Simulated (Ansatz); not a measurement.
`[Br][GaH][Br]` + `[NH2][Mg][O][SiH3]` → `[SiH3][O][GaH][Br]` + `[NH2][Mg][Br]`  (redistribution)

Calculated with Ansatz (gas phase, PBE0-D4/def2-TZVP geometries, no zero-point term in ΔE). CBS: MP2 limit from def2 TZ/QZ plus the TZ coupled-cluster correction, frozen cores. Functionals use def2-TZVPP. B3LYP here is the variant with VWN-RPA as its local correlation; programs differ in this. HSE06 is defined as in plane-wave codes. For Br, Ga, Mg outer-core shells are correlated without core-valence functions, which leaves a few kJ/mol of doubt a bond. Scalar relativity is left out up to krypton. One conformer a species, not always the lowest.

```
             level  ΔE (kcal/mol)  difference from CCSD(T)/CBS
       LDA (SPW92)           -1.1                         -0.5
            PBE-D4           -0.8                         -0.2
           BLYP-D4           -0.6                          0.0
         r2SCAN-D4           -1.7                         -1.1
            B97M-V           -1.3                         -0.7
           PBE0-D4           -1.5                         -0.9
          B3LYP-D4           -1.2                         -0.6
        r2SCANh-D4           -1.7                         -1.1
        r2SCAN0-D4           -1.9                         -1.3
          HSE06-D4           -1.5                         -0.9
      CAM-B3LYP-D4           -1.8                         -1.2
           ωB97M-V           -1.7                         -1.1
            B2PLYP           -1.2                         -0.6
          PBE-QIDH           -1.8                         -1.2
            revPBE           -0.2                          0.4
              BLYP            0.1                          0.7
            r2SCAN           -1.5                         -0.9
              PBE0           -1.1                         -0.5
             B3LYP           -0.6                          0.0
           r2SCANh           -1.6                         -1.0
             HSE06           -1.1                         -0.5
             BHLYP           -1.6                         -1.0
         CAM-B3LYP           -1.4                         -0.8
           LC-ωPBE           -1.8                         -1.2
RPA@PBE/def2-TZVPP           -1.3                         -0.7
       HF/def2-SVP           -1.7                         -1.1
      MP2/def2-SVP           -1.5                         -0.9
     CCSD/def2-SVP           -1.5                         -0.9
  CCSD(T)/def2-SVP           -1.6                         -1.0
     HF/def2-TZVPP           -3.6                         -3.0
    MP2/def2-TZVPP           -1.4                         -0.8
SCS-MP2/def2-TZVPP           -1.5                         -0.9
   CCSD/def2-TZVPP           -1.8                         -1.2
CCSD(T)/def2-TZVPP           -1.8                         -1.2
     HF/def2-QZVPP           -3.5                         -2.9
    MP2/def2-QZVPP           -0.7                         -0.1
SCS-MP2/def2-QZVPP           -0.9                         -0.3
      HF/CBS(def2)           -3.5                         -2.9
     MP2/CBS(def2)           -0.3                          0.3
    CCSD/CBS(def2)           -0.6                          0.0
       CCSD(T)/CBS           -0.6                            0
```

Largest T1 diagnostic among the species: 0.012.

At CCSD(T), def2-SVP lies −0.9 kcal/mol from the extrapolated value and def2-TZVPP −1.1 kcal/mol. In def2-TZVPP, CCSD(T) changes the Hartree–Fock value by +1.8 kcal/mol (the triples alone add +0.0 kcal/mol) and MP2 by +2.2 kcal/mol. From BLYP to BHLYP (50 % exact exchange), in def2-TZVPP and without D4, ΔE moves by −1.7 kcal/mol.
